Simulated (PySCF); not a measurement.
EPR parameters of C2H9N2Si

Compound: C2H9N2Si (doublet state).
Cartesian coordinates in Å at the GFN2-xTB level; atoms count from 1:
```
atom  x, y, z in Å
C1     2.722    0.204    0.586
N2     1.397   -0.229    0.580
Si3    0.066    0.478   -0.183
N4    -1.152   -0.663    0.256
C5    -2.526   -0.509   -0.100
H6     2.829    1.294    0.656
H7     3.218   -0.099   -0.346
H8     3.262   -0.268    1.413
H9     0.088    0.523   -1.656
H10   -0.207    1.861    0.268
H11   -1.012   -1.199    1.098
H12   -3.032   -1.477   -0.125
H13   -2.583   -0.057   -1.089
H14   -3.070    0.141    0.599
```

The hyperfine couplings belong to this conformer and change with its torsions.

Identity: `C[N][SiH2]NC` [radical].

Method used: UKS B3LYP, pcH-1 on C H N Si, non-relativistic, mean-field spin-orbit, GIAO (PySCF 2.14.0). Geometry: GFN2-xTB, one conformer, isolated molecule. The geometry wasn't refined by DFT: couplings that depend on bond lengths, twists or pyramidal angles can differ widely from those at the functional's own minimum. The SCF solution wasn't tested for stability.

```
g1, g2, g3                      : 2.00218, 2.00407, 2.01203
g_iso                           : 2.00609
Form of g                       : rhombic: the two nearest values differ by 19 % of g3 − g1
⟨S²⟩                            : 0.7536 (exact 0.7500)
α and β electrons               : 25, 24
HOMO–LUMO gap, α and β orbitals : 6.78, 2.81 eV
Basis functions                 : 225
```

Hyperfine couplings atom by atom, in 10⁻⁴ cm⁻¹; T1 to T3 are the principal values of the dipolar part; ρ(0) is the spin density at the nucleus (1 × 10⁻⁴ cm⁻¹ = 2.998 MHz):

```csv
atom,isotope,a_iso,of which spin–orbit,T1,T2,T3,Mulliken spin population,ρ(0) (bohr⁻³)
C1,13C,-11.0,0.0,-1.6,0.5,1.1,-0.07,-0.0293
N2,14N,9.5,0.1,-13.3,-12.9,26.2,0.88,0.0874
Si3,29Si,13.3,0.0,-0.7,0.1,0.6,-0.03,-0.0450
N4,14N,0.0,0.0,-0.7,-0.5,1.1,0.03,0.0003
C5,13C,-0.8,0.0,-0.1,0.0,0.1,0.00,-0.0021
H6,1H,30.1,0.0,-2.0,-1.3,3.3,0.04,0.0202
H7,1H,66.4,0.0,-2.4,-1.2,3.6,0.08,0.0446
H8,1H,5.8,0.0,-1.8,-1.5,3.4,0.01,0.0039
H9,1H,16.5,0.0,-1.2,-0.7,1.9,0.03,0.0111
H10,1H,14.2,0.0,-1.2,-0.7,1.9,0.02,0.0095
H11,1H,-0.7,0.0,-1.2,-0.4,1.6,0.00,-0.0005
H12,1H,1.0,0.0,-0.3,-0.3,0.6,0.00,0.0007
H13,1H,0.5,0.0,-0.4,-0.3,0.7,0.00,0.0004
H14,1H,3.3,0.0,-0.3,-0.3,0.6,0.00,0.0022
```

The Mulliken spin populations are largest on N2 (+0.88), H7 (+0.08) and C1 (-0.07). N2 is the only atom above +0.15. The positive populations add up to 1.11 and the negative ones to -0.11, together 2S = 1.

Under fast tumbling the dipolar parts average out, and these isotropic splittings remain: 3 × 1H (H6/H7/H8, I = 1/2, 4 lines) with 3.64 mT, 2 × 1H (H9/H10, I = 1/2, 3 lines) with 1.64 mT, 1 × 14N (N2, I = 1, 3 lines) with 1.01 mT, 3 × 1H (H12/H13/H14, I = 1/2, 4 lines) with 0.17 mT and 1 × 1H (H11, I = 1/2, 2 lines) with 0.07 mT.

Class means assume fast exchange of nuclei equivalent by connectivity; if that motion is slow, each nucleus keeps its own coupling. The three 1H nuclei of mean +102.3 MHz run from 17.5 to 199.2 MHz in the frozen geometry. The three 1H nuclei of mean +4.8 MHz run from 1.6 to 9.9 MHz in the frozen geometry. The 1H value of +46.1 MHz is a mean of couplings from 42.6 to 49.6 MHz in this one geometry, not an average over conformers.

The 13C coupling of C1 (-32.9 MHz) shows only in satellite lines or after enrichment, since that isotope makes up about 1.07 % of natural carbon.

The 29Si coupling of Si3 (39.9 MHz) shows only in satellite lines or after enrichment, since that isotope makes up about 4.7 % of natural silicon.
